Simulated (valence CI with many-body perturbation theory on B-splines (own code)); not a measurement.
**Basis-set convergence for W60+**

Calculated by relativistic CI+MBPT: four valence electrons over a frozen Dirac-Fock core [Ne], radial functions for each j: 9 s, 9 p, 8 d, 6 f, 3 g, 1 h, with the one-electron correlation potential Σ1, the two-electron term Σ2, the three-electron term Σ3, Breit, model QED; selected CI, second order for the rest, scaled by the run's own slope (own B-spline code, finite nucleus).

The last digits are not significant, and no measured levels were compared; by estimate large intervals hold to a few tenths of a per cent, small ones and those within an open d or f shell to about a per cent.

The reference run has the lowest level (3s^2 3p1/2^2) J=0 and an ionisation energy of 6586.67 eV. Its largest variational space holds 20000 state functions.

Levels are named by their leading jj configuration (3d3/2^4 stands for four electrons in 3d with j = 3/2), which in mixed levels can hold well under half, so a name can repeat and another be missing.

Changed runs:
A. basis 6 s, 6 p, 5 d, 3 f, 1 g
B. basis 5 s, 5 p, 4 d, 2 f

Excitation energies of the reference run in cm⁻¹, and shifts in cm⁻¹:

```
                 Level  Reference       A      B
(3s^2 3p1/2 3p3/2) J=1    2805280    -114   -330
(3s^2 3p1/2 3p3/2) J=2    2880520    +9.4    +87
(3s 3p1/2^2 3p3/2) J=2    4165720    -119   -342
(3s 3p1/2^2 3p3/2) J=1    4388870     -10    +16
(3s^2 3p1/2 3d3/2) J=2    4581360     +80   +279
(3s^2 3p1/2 3d3/2) J=1    4934620    +337  +1289
(3s^2 3p1/2 3d5/2) J=2    5393670    +121   +471
(3s^2 3p1/2 3d5/2) J=3    5402840    +240   +867
    (3s^2 3p3/2^2) J=2    5742790     -89   -196
    (3s^2 3p3/2^2) J=0    5907610     +12   +149
(3s 3p1/2^2 3d3/2) J=1    5975590     +31   +114
(3s 3p1/2^2 3d3/2) J=2    6035110    +122   +451
Ionisation energy (eV)    6586.67  -0.034  -0.12
```
